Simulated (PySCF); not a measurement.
# Excitation energy of In⁺ by level of theory

In⁺ [Kr] 4d10 5s2 (1S) → In⁺ [Kr] 4d10 5s1 5p1 (3P), as a difference of total energies. Calculation: PySCF 2.14, in def2-TZVPPD with the def2 core potential (28 electrons) (7s5p4d2f, 56 functions); scalar relativity through the core potential. Correlated levels: valence: 4s2 4p6 4d10 frozen; valence and next inner shell: nothing frozen outside the core potential. The calculations carry no spin-orbit coupling.

```tsv
method	excitation energy (cm⁻¹)
UHF	32949
LDA	49020
PBE	46780
PBE0	43949
r2SCAN	43519
revPBE	45890
MN15	46605
PBEsol	46687
MP2 (valence)	37641
MP2 (valence and next inner shell)	44465
SCS-MP2 (valence and next inner shell)	44942
```

Problem. Estimate what SCS-MP2 (valence) gives.

Solution. 38977 cm⁻¹, closest to MP2 (valence) among the rows shown.

Problem. Estimate what M06-L gives.

Solution. 47485 cm⁻¹, closest to PBE among the rows shown.

Errors of the correlated levels include the incompleteness of this basis and the frozen core.

For comparison: 44609 cm⁻¹ (measured; NIST levels, between the centres of gravity of the two terms).
